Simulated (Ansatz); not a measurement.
The cluster Si₇Au⁺. The state is a triplet with charge 1. Geometry PBE0-D4/def2-SVP, that of the neutral doublet; atoms count from 1.

```tsv
atom	x (Å)	y (Å)	z (Å)
Au1	-0.498	-0.031	2.134
Si2	2.400	-0.022	-0.154
Si3	0.262	0.126	-1.391
Si4	-1.807	-0.027	-0.019
Si5	-1.033	2.069	-0.935
Si6	-0.888	-2.022	-0.948
Si7	0.814	-1.623	0.717
Si8	0.752	1.530	0.596
```

In the def2 sets Au takes a core potential; there is no spin–orbit coupling. At PBE0-D4/def2-TZVP a singlet of charge 1 lies 1.15 eV below the triplet at the same geometry. The structure comes from a short search, and lower isomers may exist.

Problem. Estimate the Mulliken populations from the PBE0/def2-TZVP orbitals of Ansatz.

Solution. 
```
atom  charge (e)  spin (α − β)  d electrons
 Au1        0.71          0.03         9.43
 Si2        0.18          0.51            –
 Si3        0.06          0.03            –
 Si4       -0.07          0.10            –
 Si5        0.11          0.19            –
 Si6        0.18          0.51            –
 Si7       -0.09          0.53            –
 Si8       -0.07          0.10            –
```
Mulliken values depend strongly on the basis.

Problem. Where does the spin sit?

Solution. Summed by element: Au 0.03, Si 1.97, of 2 unpaired in all. Largest on single atoms: Si7 0.53, Si6 0.51, Si2 0.51.

Problem. And the Mayer bond orders between heavy atoms (over 0.3)?

Solution. Au1–Si4 0.49 (2.52 Å); Au1–Si7 0.49 (2.50 Å); Au1–Si8 0.49 (2.52 Å); Si2–Si3 0.69 (2.47 Å); Si2–Si7 0.84 (2.42 Å); Si2–Si8 0.86 (2.39 Å); Si3–Si4 0.55 (2.49 Å); Si3–Si5 0.80 (2.38 Å); Si3–Si6 0.68 (2.48 Å); Si3–Si7 0.35 (2.79 Å); Si3–Si8 0.56 (2.48 Å); Si4–Si5 0.78 (2.41 Å); Si4–Si6 0.86 (2.39 Å); Si4–Si8 0.35 (3.06 Å); Si5–Si8 0.79 (2.41 Å); Si6–Si7 0.84 (2.41 Å).
